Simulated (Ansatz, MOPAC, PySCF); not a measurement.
Complex: HCl (SMILES Cl) (first 2 atoms) with C2H2 (SMILES C#C); geometry from B3LYP-D3(BJ)/def2-TZVP, rigid monomers moved along the line of their centres of mass till H2···C4 is 2.16 Å.
(charge 0, multiplicity 1):
```xyz
6

Cl    -0.11766     0.53799    -0.46653
H     -0.12369     0.34363     0.81058
C     -0.55123    -0.38416     2.79828
C      0.29502     0.45393     2.92537
H     -1.30256    -1.12894     2.68986
H      1.04638     1.19743     3.04213
```

Counterpoise-corrected where a basis set is named; no monomer relaxation. Rows marked so take none.

Frozen-core correlation. Rows in 3-21G, 6-31G* carry no dispersion term and start afresh at each structure (6-31G* with six Cartesian d functions). The state that PM6 reach isn't checked.

Run with Ansatz (Gaussian orbitals); MOPAC for PM6 (differences of heats of formation); PySCF for 3-21G rows, 6-31G* rows, the dispersion terms. Each number belongs to the level named beside it.

```csv
level,interaction energy (kcal/mol)
PM6,-0.03
HF/3-21G (no counterpoise),-0.90
HF/6-31G*,0.97
PBE-D3(BJ)/def2-TZVPPD,-3.50
B3LYP/def2-TZVPPD,-1.05
B3LYP-D3(BJ)/def2-TZVPPD,-2.79
PBE0-D3(BJ)/def2-TZVPPD,-3.28
MP2/aug-cc-pV(T+d)Z,-2.57
CCSD(T)/aug-cc-pV(T+d)Z,[?]
```

Problem. Fill in the missing entries.

Solution. 
- CCSD(T)/aug-cc-pV(T+d)Z, interaction energy (kcal/mol): -1.78

Ansatz is a first-principles code.
